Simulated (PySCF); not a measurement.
## Radial density of O⁻ (oxygen, charge -1)

UHF, [He] 2s2 2p5, 2P determinant. Computed with PySCF 2.14 in x2c-QZVPPall with one added diffuse shell each of s, p, d, f type (8s5p4d3f1g, 73 functions), with scalar relativity by spin-free X2C-1e.

| r (bohr) | 4πr²ρ (e/bohr) | 4πr²(ρα − ρβ) |
| --- | --- | --- |
| 0.00375 | 0.05439 | 0.0000 |
| 0.00631 | 0.1458 | 0.0001 |
| 0.0106 | 0.3809 | 0.0002 |
| 0.0179 | 0.9523 | 0.0005 |
| 0.0300 | 2.205 | 0.0013 |
| 0.0505 | 4.489 | 0.0033 |
| 0.0849 | 7.365 | 0.0100 |
| 0.143 | 8.473 | 0.0375 |
| 0.240 | 5.708 | 0.1460 |
| 0.404 | 3.116 | 0.4431 |
| 0.680 | 4.428 | 0.8166 |
| 1.14 | 4.315 | 0.7115 |
| 1.92 | 1.754 | 0.2128 |
| 3.24 | 0.3245 | -0.0061 |
| 5.44 | 0.02920 | -0.0097 |
| 9.15 | 0.0004178 | -0.0002 |

Densities and radii are taken from the X2C orbitals without a picture-change correction, which distorts them close to the nucleus.

**Question.** Where is the radial spin density 4πr²(ρα − ρβ) most negative, and why is it negative at all?

**Answer.** Around r = 5.44 bohr, down to -0.0097 e/bohr: exchange with the open shell polarises the paired shells in an unrestricted calculation.
